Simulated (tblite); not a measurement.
Run record: tight-binding relaxation, `CSC1=CC=C(C(C#N)=C(C#N)C#N)B1`.

Computed with GFN2-xTB geometry optimisation, gas phase (tblite 0.8.0). Start geometry: from a force field or distance geometry. A driver script takes a list of jobs; this job's settings line and coordinates (Å) are shown.

Input:
```
{"job": {"kind": "relax", "xc": "GFN2-xTB", "basis": "xTB"}, "charge": 0, "multiplicity": 1}
C     -3.802100     0.765200    -0.276800
S     -3.166300    -0.179500    -1.693700
C     -1.607400    -0.570200    -0.860100
C     -1.393600    -1.634000    -0.131900
C     -0.014400    -1.652500     0.376800
C      0.651100    -0.572800    -0.041000
C      2.097400    -0.315100     0.222000
C      2.983900    -1.464400     0.237500
N      3.685300    -2.391900     0.240200
C      2.591000     0.917900     0.467100
C      4.003900     1.130400     0.683400
N      5.133900     1.300000     0.864800
C      1.744300     2.083600     0.586500
N      1.078000     3.016700     0.667500
B     -0.321500     0.280000    -0.915900
H     -4.824800     1.147300    -0.517200
H     -3.145600     1.634800    -0.058100
H     -3.884600     0.113500     0.621800
H     -2.127700    -2.407500     0.082700
H      0.413100    -2.438500     0.985000
H     -0.102900     1.254000    -1.541100
```

Output:
```
step      E/eV     max force
  0   -1019.87577    2.490
  1   -1019.96466    5.033
  2   -1020.01921    3.121
  3   -1020.12608    0.873
  4   -1020.14918    0.378
  5   -1020.16513    0.684
  6   -1020.16998    1.456
  7   -1020.18708    0.288
  8   -1020.19419    0.433
  9   -1020.20169    0.962
... (100 lines left out)
110   -1020.71274    0.128
111   -1020.71301    0.067
112   -1020.71313    0.116
113   -1020.71325    0.062
114   -1020.71327    0.040
115   -1020.71334    0.017
116   -1020.71341    0.023
117   -1020.71348    0.032
118   -1020.71351    0.016
119   -1020.71353    0.008
```

«max force» is the largest atomic force in eV/Å.

Q: From which step on does the largest force stay under 0.1 eV/Å, and how much energy is left to gain from there?

A: From step 113 (0.062 eV/Å), 0.3 meV above the end.

In short: energy lowered by 19.3 kcal/mol over 119 steps; largest atomic force 0.008 eV/Å at the end.

Q: Where do the atoms end?

A: 0.628 Å rms from the input after alignment:
```
atom  x, y, z in Å
C1    -3.5640    1.2313   -0.3027
S2    -3.4453   -0.5479   -0.6502
C3    -1.7710   -0.8278   -0.3911
C4    -1.2162   -2.0735   -0.2750
C5     0.1954   -1.9943   -0.0674
C6     0.6568   -0.6922   -0.0370
C7     1.9984   -0.3312    0.2634
C8     2.9662   -1.3611    0.3800
N9     3.7286   -2.2126    0.4616
C10    2.4066    0.9702    0.4922
C11    3.7453    1.2905    0.7875
N12    4.8329    1.5633    1.0304
C13    1.4954    2.0393    0.5009
N14    0.7468    2.9103    0.5417
B15   -0.5432    0.1590   -0.5372
H16   -4.5411    1.5566   -0.6450
H17   -2.7785    1.7601   -0.8325
H18   -3.4716    1.3930    0.7670
H19   -1.7554   -3.0051   -0.2894
H20    0.8099   -2.8703    0.0754
H21   -0.5046    1.0596   -1.2730
```

Time: 1.6 s wall. Hardware: an Arm Neoverse V1 with one thread, no GPU (shared host).
Labels such as C1 count atoms from 1, the log's own numbers from 0.
